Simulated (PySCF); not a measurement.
C3H6OSi2, SMILES O=C[Si@H]1C=C[SiH2]1. Heavy atoms are numbered as in [O:1]=[CH:2][Si@H:3]1[CH:4]=[CH:5][SiH2:6]1. Hydrogens are named by the atom that carries them.

Geometry optimised at PBE0-D3(BJ)/def2-SVP. The structure was generated by enumeration; whether it is a known compound was not checked. One conformer was computed; it need not be the lowest.

Method: PBE/def2-TZVP in PySCF.

Atomic charges (e), one atom of each kind:

| atom | meta-Löwdin | Mulliken |
|---|---|---|
| O1 | -0.33 | -0.19 |
| C2 (CH) | 0.07 | 0.03 |
| Si3 (SiH) | 0.41 | 0.15 |
| C4 (CH) | -0.30 | -0.19 |
| C5 (CH) | -0.30 | -0.15 |
| Si6 (SiH2) | 0.33 | 0.07 |
| H on C2 | 0.07 | 0.07 |
| H on Si3 | -0.06 | 0.00 |
| H on C4 | 0.12 | 0.11 |
| H on C5 | 0.12 | 0.11 |
| H on Si6 | -0.07 | -0.01 |

Computed Mayer and Wiberg (Löwdin basis) orders of the bonds:
| bond | Mayer | Wiberg |
|---|---|---|
| O1–C2 | 2.08 | 2.81 |
| C2–Si3 | 0.92 | 1.10 |
| Si3–C4 | 0.94 | 1.09 |
| C4–C5 | 1.82 | 2.03 |
| Si3–Si6 | 0.92 | 0.99 |
| C5–Si6 | 0.97 | 1.13 |
